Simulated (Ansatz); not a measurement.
BFH₇NSi₂, SMILES `B[SiH2]N[SiH2]F`. The species carries charge 0 and has multiplicity 1.

```xyz
12

B    -0.8805    0.8399   -1.2103
Si   -0.8983    0.7521    0.8120
N     0.3737   -0.4161    1.1448
Si    1.2123   -1.1099   -0.1505
F     0.9513   -0.0539   -1.3753
H    -0.5914    1.8426   -1.7891
H    -1.4451   -0.0171   -1.8260
H    -2.2010    0.2863    1.3737
H    -0.5721    2.0191    1.5282
H     0.6960   -0.5546    2.0901
H     0.6821   -2.3886   -0.6739
H     2.6730   -1.1999    0.0762
```

(1) Give the diagnostics of a CCSD(T)/def2-TZVPP run (frozen core, the Gaussian-basis code of Ansatz). (An estimate is asked.)

## Answers

(1) The calculation gave: T1 = 0.0119, largest single amplitude 0.014, largest double 0.016, (T) share of the correlation energy 3.3 %, 10 CCSD cycles. The RHF solution is stable towards an unrestricted one. T1 lies under the customary mark of 0.02 for closed shells.
